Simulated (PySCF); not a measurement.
# Gas-phase XPS of MgMeBr, computed

MgMeBr, CH3BrMg.
Cartesian coordinates in Å at the PBE0-D3(BJ)/def2-SVP level; atoms count from 1:
```
atom  x, y, z in Å
Mg1    0.0044   -0.0256   -1.1954
C2    -0.0034    0.0231    0.8848
H3    -0.4553    0.9522    1.2710
H4     1.0184   -0.0393    1.2953
H5    -0.5769   -0.8197    1.3060
Br6    0.0128   -0.0907   -3.5616
```

Computed with delta-SCF UKS SCAN, pcX-2 on the ionised atom, pcseg-1 elsewhere, spin-free X2C (PySCF). Vertical ΔSCF values, vacuum level as zero.

Question: Give the core binding energies atom by atom.

Answer: 
```csv
atom(s),bonded to,level,binding energy (eV),count
C2,3 H and Mg,C 1s,289.47,1
Mg1,Br and C,Mg 1s,1311.74,1
```

Question: Which effective nuclear charge Zeff reproduces each element's mean 1s value in the hydrogen-like formula E = 13.606 eV × Zeff²?

Answer: C (Z = 6): mean 289.5 eV, Zeff = 4.61, Z − Zeff = 1.39; Mg (Z = 12): mean 1311.7 eV, Zeff = 9.82, Z − Zeff = 2.18. Means run over the listed sites, weighted by atom count.

Question: Which photon wavelength matches the Mg 1s of Mg1 threshold?

Answer: λ = hc/E = 12398.42 eV Å / 1311.74 eV = 9.452 Å.

No level of bromine is listed. Geometry: PBE0-D3(BJ)/def2-SVP; no solvent, vibrations or thermal averaging.

Time: 4.2 s wall. Hardware: Arm Neoverse V1, one thread (shared host).
